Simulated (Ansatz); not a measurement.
Molecule: Cu2I4, net charge 0, triplet state. The spin state was set by rule; other spins were not relaxed. 
Geometry from a B3LYP-D3(BJ)/def2-TZVP (Ansatz, a program for electronic structure) optimisation:
```
Cu
I 1 2.4396
I 1 2.5580 2 150.64
I 1 2.6121 2 109.88 3 179.90
Cu 4 2.5580 1 80.51 2 -179.69
I 5 2.4396 4 150.64 1 179.65
```
Charge 0, spin multiplicity 3.

Parts of the frozen-core correlation energy in def2-TZVPP (Ansatz, hartree). Frozen orbitals: 54; correlated occupied orbitals by spin: 26 and 24; virtual: 248 and 250. UHF or UKS for open shells. No spin-orbit coupling. Past Kr the def2 sets carry scalar-relativistic core potentials.

```
term                             value
-------------------------  -----------
reference (HF)             -4464.73420
MP2 opposite-spin             -0.98533
MP2 same-spin                 -0.48411
CCSD correlation              -1.44849
(T)                           -0.06901
T1 diagnostic                    0.077
largest doubles amplitude        0.021
<S^2> of the reference           2.019
```
